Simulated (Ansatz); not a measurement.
Species: AlI2, charge 0, doublet. AlI2 (SMILES [Al]([I])[I], doublet).
B3LYP-D3(BJ)/def2-TZVP minimum from Ansatz (an electronic-structure program):
```xyz
3

Al     1.0265     0.3329     0.3098
I     -0.2746     1.6652    -1.3782
I      0.0228    -1.7469     1.3022
```
Charge 0, spin multiplicity 2.

Total energies in hartree (Ansatz). UHF or UKS for unpaired electrons; spin-orbit terms are left out. Cores are frozen in correlated methods (noble-gas shells, and filled d and f shells in the p block). Past Kr the def2 sets carry scalar-relativistic core potentials. Where a partner has so few electrons that a lower coupled-cluster level is exact, that level stands in. Spin-orbit terms, left out, reach several kcal/mol for Br and I, and more for heavier atoms. The spin of AlI2 ([I][Al][I], doublet) was assumed, and the state is the lowest solution found for it.

| species | HF/def2-TZVPP | CCSD(T)/def2-TZVPP | HF/def2-QZVPP | CCSD(T)/def2-QZVPP | CCSD(T)/def2-SVP | CCSDT(Q)/def2-SVP |
|---|---|---|---|---|---|---|
| 1: AlI2 (SMILES [I][Al][I], doublet) | -835.35390 | -835.72127 | -835.36234 | -835.77585 | -835.50941 | -835.51088 |
| 2: Al (doublet) | -241.87439 | -241.92630 | -241.88067 | -241.93422 | -241.83346 | -241.83372 |
| 3: I (doublet) | -296.65857 | -296.79430 | -296.65973 | -296.81374 | -296.74085 | -296.74112 |

Work out the atomisation energy (electronic, to ground-state atoms) in kcal/mol: take Hartree-Fock from def2-QZVPP, extrapolate the CCSD(T) correlation energy as X^-3 (X = 3, 4), and add CCSDT(Q) - CCSD(T) in def2-SVP. 1 hartree = 627.51 kcal/mol.


Species 1: correlation (64·(-0.41351) - 27·(-0.36737))/37 = -0.44718; step -0.00147; E1 = -835.36234 + (-0.44718) + (-0.00147) = -835.81099
Species 2: correlation (64·(-0.05355) - 27·(-0.05191))/37 = -0.05475; step -0.00026; E2 = -241.88067 + (-0.05475) + (-0.00026) = -241.93568
Species 3: correlation (64·(-0.15401) - 27·(-0.13573))/37 = -0.16735; step -0.00027; E3 = -296.65973 + (-0.16735) + (-0.00027) = -296.82735
-1·E1 +1·E2 +2·E3 = 0.22061 hartree = 138.4 kcal/mol.
